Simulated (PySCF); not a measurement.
Ta(NH)(Cl)2(Me) (CH4Cl2NTa), SMILES [CH3][Ta](=[NH])([Cl])[Cl], multiplicity 1.

Geometry optimised at PBE0-D3(BJ)/def2-SVP. The multiplicity is an assumed one; other spin states were not compared. The def2 effective core potentials stand for the cores of Ta; spin–orbit coupling is left out.

Computed with PBE/def2-TZVP (PySCF).

Symmetry labels are those of the subgroup Cs that the program uses (full group Cs).

Task: List the valence orbital energies around the gap with their symmetry. (Estimate from the structure and the level; the computed values follow.)

Result: 
| orbital | symmetry | energy (eV) |
|---|---|---|
| HOMO−7 | A" | -9.38 |
| HOMO−6 | A' | -8.62 |
| HOMO−5 | A" | -8.58 |
| HOMO−4 | A' | -8.34 |
| HOMO−3 | A" | -8.14 |
| HOMO−2 | A' | -7.59 |
| HOMO−1 | A' | -7.05 |
| HOMO | A" | -6.90 |
| LUMO | A" | -2.90 |
| LUMO+1 | A' | -2.41 |
| LUMO+2 | A' | -1.41 |
| LUMO+3 | A" | -0.80 |
